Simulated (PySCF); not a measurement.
One formula, C4H8GeO, several structures.

PySCF, CAM-B3LYP/def2-SVPD, density fitting, gas phase; each molecule at its own PBE0-D3(BJ)/def2-SVP geometry, one conformer. Singlet excitations by full TDDFT with frozen cores, triplets by Tamm–Dancoff TDDFT and ionisation energies by ΔSCF, from the lowest of the holes tried. 

Torsions of the conformers computed, which needn't be the lowest (atom-mapped SMILES):
- `[CH3:1][C:2]#[C:3][GeH2:4][O:5][CH3:6]`: C3–Ge4–O5–C6 -54°
- `[GeH3:1][O:2][C@H:3]1[CH:4]=[CH:5][CH2:6]1`: Ge1–O2–C3–C4 180°
- `[CH2:1]=[CH:2]/[CH:3]=[CH:4]\[O:5][GeH3:6]`: C1–C2–C3–C4 180°, C3–C4–O5–Ge6 9°
- `[CH2:1]=[C:2]1[CH2:3][C@H:4]1[O:5][GeH3:6]`: C3–C4–O5–Ge6 116°
- `[GeH3:1][O:2][C@H:3]1[C@@H:4]2[CH2:5][C@H:6]12`: Ge1–O2–C3–C4 -39°

Reference: `CC#[C][GeH2][O]C`, with HOMO energy -9.06 eV, LUMO energy 0.77 eV, lowest singlet excitation 5.81 eV, lowest triplet excitation 4.95 eV, mean polarisability 82.5 au, dipole moment 2.40 D and vertical ionisation energy 9.85 eV.

Changes against it:

```csv
molecule,Δ electronic energy (kcal/mol),Δ HOMO energy (eV),Δ LUMO energy (eV),Δ lowest singlet excitation (eV),Δ lowest triplet excitation (eV),Δ mean polarisability (au),Δ dipole moment (D),Δ vertical ionisation energy (eV)
C=C1C[C@H]1[O][GeH3],+13.0,+0.20,-0.16,+0.10,-0.73,-1.6,-1.34,-0.26
[GeH3][O][C@H]1[C@@H]2C[C@@H]21,+18.3,+0.53,+0.03,+0.64,+1.16,-6.3,-0.63,-0.54
```

Rows whose labels were lost:

```csv
row,Δ electronic energy (kcal/mol),Δ HOMO energy (eV),Δ LUMO energy (eV),Δ lowest singlet excitation (eV),Δ lowest triplet excitation (eV),Δ mean polarisability (au),Δ dipole moment (D),Δ vertical ionisation energy (eV)
P,-7.4,+1.81,-0.25,-0.54,-1.94,+7.2,-1.09,-1.89
Q,+3.9,+0.41,+0.03,+0.54,-0.72,-3.2,-1.15,-0.41
```

Q: Which row belongs to which of `[GeH3][O][C@H]1C=CC1` and `C=C/C=C\[O][GeH3]`?

A: P = `C=C/C=C\[O][GeH3]` and Q = `[GeH3][O][C@H]1C=CC1`. P and Q are told apart most clearly by the vertical ionisation energy (-1.89 against -0.41 eV).
